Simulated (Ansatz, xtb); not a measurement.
## Relative energy of two isomers of C5H7BN2

Structure I is `C=C([BH2-][N+]#CC)C#N`, a singlet and structure II is `C=C[B@H-](C#N)[N+]#CC`, a singlet. Both are isolated molecules in the gas phase, relaxed with PBE0-D3(BJ)/def2-SVP; the shapes shown needn't be the lowest conformers.

I (Å):

```yaml
atoms:
  - { symbol: C, position_ang: [0.4056, 2.1843, 1.5557] }
  - { symbol: C, position_ang: [-0.0683, 1.2375, 0.7286] }
  - { symbol: C, position_ang: [-2.0073, -0.4563, -1.4774] }
  - { symbol: C, position_ang: [-2.9274, -1.5646, -1.5677] }
  - { symbol: C, position_ang: [-0.5018, -0.0203, 1.2598] }
  - { symbol: B, position_ang: [-0.1768, 1.4066, -0.8875] }
  - { symbol: N, position_ang: [-1.2525, 0.3998, -1.3426] }
  - { symbol: N, position_ang: [-0.9340, -1.0612, 1.5473] }
  - { symbol: H, position_ang: [0.5122, 2.0231, 2.6324] }
  - { symbol: H, position_ang: [0.7101, 3.1568, 1.1591] }
  - { symbol: H, position_ang: [-0.5325, 2.5241, -1.2235] }
  - { symbol: H, position_ang: [0.8484, 1.0586, -1.4587] }
  - { symbol: H, position_ang: [-3.9544, -1.2021, -1.7153] }
  - { symbol: H, position_ang: [-2.6474, -2.2273, -2.3988] }
  - { symbol: H, position_ang: [-2.8643, -2.1185, -0.6179] }
```

II (Å):

```csv
atom,x (Å),y (Å),z (Å)
C,-0.6486,1.3246,-2.1121
C,-0.1322,0.2976,-2.7920
C,-0.0964,-2.3648,-2.6149
C,0.5807,-0.8829,0.4772
C,0.5577,-0.8157,1.9198
B,0.6062,-1.0001,-2.2209
N,-0.6077,-3.3636,-2.9097
N,0.6033,-0.9502,-0.6685
H,-0.6254,1.3714,-1.0158
H,-1.1227,2.1771,-2.6094
H,-0.2023,0.3322,-3.8878
H,1.7911,-1.0374,-2.5298
H,0.0566,-1.7095,2.3190
H,0.0077,0.0803,2.2413
H,1.5853,-0.7714,2.3086
```

**Question.** Estimate E(II) − E(I) at the level CCSD(T)/def2-SVP + ΔMP2/def2-TZVPP.

**Answer.** Calculated at CCSD(T)/def2-SVP + ΔMP2/def2-TZVPP: E(II) − E(I) = −37.7 kJ/mol, so structure II lies lower.

How the difference moves with the method:

```tsv
level	geometry	E(II) − E(I) (kJ/mol)	departure from the last row (kJ/mol)	job, with rough time for the two
PBE0-D3(BJ)/def2-SVP	PBE0-D3(BJ)/def2-SVP	−25.5	+12.2	optimisation, 1.8 min
HF/def2-SVP	PBE0-D3(BJ)/def2-SVP	−48.8	−11.1	part of the CCSD(T) run
MP2/def2-SVP	PBE0-D3(BJ)/def2-SVP	−31.1	+6.6	part of the CCSD(T) run
CCSD(T)/def2-SVP	PBE0-D3(BJ)/def2-SVP	−33.5	+4.2	single point
CCSD(T)/def2-SVP + ΔMP2/def2-TZVPP	PBE0-D3(BJ)/def2-SVP	−37.7		single point, 74 s
```

As drawn, II has 1 C–B, 1 C–H in place of 1 C–C, 1 B–H.

None of the levels shown reverses the order. The largest departure from CCSD(T)/def2-SVP + ΔMP2/def2-TZVPP is that of PBE0-D3(BJ)/def2-SVP, 12.2 kJ/mol. A small imaginary or near-zero mode remains, so no thermal terms are given. Levels run at GFN2-xTB geometries aren't shown. The last row adds to CCSD(T) the change of the MP2 difference between the two basis sets, here −4.2 kJ/mol.

The correlated steps freeze 8 core orbitals. Codes used: Ansatz 0.2.0, xtb 6.7.1; the last row on 4 threads of Arm Neoverse V2 on a shared host.
